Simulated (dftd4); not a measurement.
C2HO (SMILES [CH-]=C=O), charge -1, singlet, geometry from GFN2-xTB; dftd4 4.2.0 with D4 for hf.

Here is a job for dftd4.
```
$ dftd4 mol.xyz --func hf --charge -1 --json dftd4.json --noedisp --property

# file mol.xyz
4

C      0.01788210    -0.12688834    -1.22755692
C      0.01203885    -0.07902655    -0.00461356
H      0.10093196    -0.67882411    -2.12908504
O     -0.03505720     0.23928919     1.19026348
```

It wrote (shortened):

```
                    ____  _____ _____     ____  _  _
      -------------|  _ \|  ___|_   _|---|  _ \| || |------------
     |             | | | | |_    | | ___ | | | | || |_           |
     |             | |_| |  _|   | ||___|| |_| |__   _|          |
     |             |____/|_|     |_|     |____/   |_|            |
     |             ===================================           |
     |            E. Caldeweyher, S. Ehlert & S. Grimme          |
     |          Mulliken Center for Theoretical Chemistry        |
     |                    University of Bonn                     |
      -----------------------------------------------------------

Rational (Becke-Johnson) damping: hf-D4-ATM
---------------------
  s6         1.0000
  s8         1.6168
  s9         1.0000
  a1         0.4496
  a2         3.3574
 alp        16.0000
--------------------

Atomic data, radii in Ångström:
------------------------------------------------------
   Z          R(cov)      r4/r2   hardness         EN
------------------------------------------------------
   6 C        1.0000     1.6431     0.4220     2.5500
   1 H        0.4267     1.0622     0.4726     2.2000
   8 O        0.8400     1.3725     0.5869     3.4400
------------------------------------------------------

Atomic reference systems (in atomic units):
----------------------------------------------------------------------------
   Z        #      CN     q+Z       C6(AA)   #      CN     q+Z       C6(AA)
----------------------------------------------------------------------------
   6 C      1  0.0000  6.0000      49.3833   2  0.9189  5.8288      52.1688
            3  1.9079  5.8579      35.6972   4  2.8312  5.7775      35.8445
            5  3.7487  5.7435      28.6317   6  2.9183  5.8956      32.2504
            7  0.8556  6.2103      25.6194
   1 H      1  0.0000  1.0000       7.6362   2  0.8942  1.0000       3.0374
   8 O      1  0.0000  8.0000      15.5711   2  0.8042  7.6453      20.8489
            3  1.6112  7.4012      24.8631   4  0.9798  8.0000      14.9880
----------------------------------------------------------------------------

Atomic properties (in atomic units):
----------------------------------------------------------------------------
     #    Z              CN          q      C6(AA)        C8(AA)   alpha(0)
----------------------------------------------------------------------------
     1    6 C        1.9083    -0.3779     44.0003     1272.5643    10.7004
     2    6 C        1.8363    -0.0362     32.6765      945.0606     9.2242
     3    1 H        0.9272     0.0205      2.7251       32.9414     2.5814
     4    8 O        0.8556    -0.6064     26.1922      528.5728     6.8672
----------------------------------------------------------------------------

Molecular properties (in atomic units):
----------------------------------------
 molecular C6                 363.0510
 molecular C8                8996.0863
----------------------------------------

Dispersion energy:      -8.5306782853124E-03 Eh

[Info] JSON dump of results written to 'dftd4.json'
```
